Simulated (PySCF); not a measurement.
One of the candidates below gave these computed data.

* Rotational structure: rotational constants A, B, C: 1.553, 1.163, 0.788 GHz [GFN2-xTB]
* 1H NMR: chemical shifts (computed TMS as zero) by class: 8.78 (1 H), 8.67 (1 H), 5.12 (1 H), 4.52 (3 H), 2.90 (3 H), 2.83 (3 H), 0.66 (1 H) ppm [GIAO PBE0/pcSseg-1]
* 13C NMR: chemical shifts (computed TMS as zero) by class: 173.8 (1 C), 31.5 (1 C), 28.9 (1 C) ppm [GIAO PBE0/pcSseg-1]
* NMR, other nuclei: isotropic shieldings of nuclei other than C and H, by class: -170 (1 N), 238 (1 N), 242 (1 N), 382 (1 Si), 405 (1 Si) ppm [GIAO PBE0/pcSseg-1]
* Dipole: 0.51 D [PBE0/pcSseg-1]

The electronic properties come from PySCF, for the isolated species, density fitting. Levels stand in brackets. The structure is a single GFN2-xTB conformer in the gas phase; no vibrational or solvent corrections. GFN2-xTB frequencies show an imaginary mode (32i cm⁻¹), so this geometry is no minimum at that level. NMR classes are plain means over equivalent atoms (diastereotopic ones count apart unless rotation or inversion swaps them), as if these changed places fast.

Problem. Which candidate is it?
A. `N[Si]1(N)CC[C@H]1N[SiH3]`
B. `C=N[Si@@H](NC)N(C)[SiH3]`
C. `NCC(CN)N[SiH2]S`
D. `CN[Si]1(C)C[SiH2]C1`

Solution. B. It is `C=N[Si@@H](NC)N(C)[SiH3]`. Numbering: `[CH2:1]=[N:2][Si@@H:3]([NH:4][CH3:5])[N:6]([CH3:7])[SiH3:8]`. Its formula, C3H13N3Si2, gives 1 degree of unsaturation: 0 rings and 1 π bond in the structure found. 3 carbons fall into 3 classes; from least to most shielded: C=N carbon [C1] (173.8 ppm), N-methyl carbon [C7] (31.5 ppm), N-methyl carbon [C5] (28.9 ppm). Hydrogen classes from least to most shielded: 1 H on a C=N carbon, C1 (8.78 ppm), 1 H on a C=N carbon, C1 (8.67 ppm), 1 H on an SiH silicon, Si3 (5.12 ppm), 3 H on an SiH3 silicon, Si8 (4.52 ppm), 3 H on an N-methyl carbon, C7 (2.90 ppm, a mean of values up to 1.4 ppm apart in this geometry), 3 H on an N-methyl carbon, C5 (2.83 ppm), 1 H on a silicon-bound nitrogen, N4 (0.66 ppm). The other shieldings belong to: -170 ppm, C=N nitrogen [N2]; 238 ppm, silicon-bound nitrogen [N4]; 242 ppm, nitrogen bridging silicon atoms [N6]; 382 ppm, SiH silicon [Si3]; 405 ppm, SiH3 silicon [Si8]. The optimised geometry has point group C1 and is an asymmetric top.

The others, at the same levels:
- `N[Si]1(N)CC[C@H]1N[SiH3]` fails: its computed 13C shifts are 56.9 (1 C), 31.7 (1 C), 18.9 (1 C) ppm, 1H shifts are 4.57 (3 H), 3.05 (1 H), 2.79 (1 H), 1.24 (1 H), 1.10 (1 H), 1.01 (1 H), 0.66 (2 H), 0.58 (2 H), -0.52 (1 H) ppm and rotational constant A is 1.985 GHz (against 1.553 GHz).
- `NCC(CN)N[SiH2]S` fails: it has 2 carbon classes against 3; its computed 13C shifts are 62.0 (1 C), 46.9 (2 C) ppm, 1H shifts are 5.24 (2 H), 3.34 (2 H), 2.75 (2 H), 2.28 (1 H), 0.57 (4 H), 0.43 (1 H), 0.34 (1 H) ppm and rotational constant A is 2.519 GHz (against 1.553 GHz).
- `CN[Si]1(C)C[SiH2]C1` fails: it has 4 carbons where the 13C data count 3; its computed 13C shifts are 31.1 (1 C), 5.0 (2 C), 0.3 (1 C) ppm, 1H shifts are 4.55 (1 H), 4.49 (1 H), 2.83 (3 H), 0.82 (2 H), 0.67 (2 H), 0.22 (1 H), 0.10 (3 H) ppm and rotational constant A is 2.185 GHz (against 1.553 GHz).

Each candidate is one conformer, not necessarily the lowest. Dipoles, sizes and rotational constants follow the conformer. The torsions of the flexible species, by atom-mapped SMILES:
- `[CH2:1]=[N:2][Si@@H:3]([NH:4][CH3:5])[N:6]([CH3:7])[SiH3:8]`: C1–N2–Si3–N4 168°, N2–Si3–N4–C5 -178°, N2–Si3–N6–C7 -77°
- `[NH2:1][Si:2]1([NH2:3])[CH2:4][CH2:5][C@H:6]1[NH:7][SiH3:8]`: C5–C6–N7–Si8 -158°, H–N1–Si2–N3 -41°, H–N1–Si2–N3 179°, H–N3–Si2–N1 -67°, H–N3–Si2–N1 67°
- `[CH3:1][NH:2][Si:3]1([CH3:4])[CH2:5][SiH2:6][CH2:7]1`: C1–N2–Si3–C4 176°

The conformers of `NCC(CN)N[SiH2]S` aren't listed.
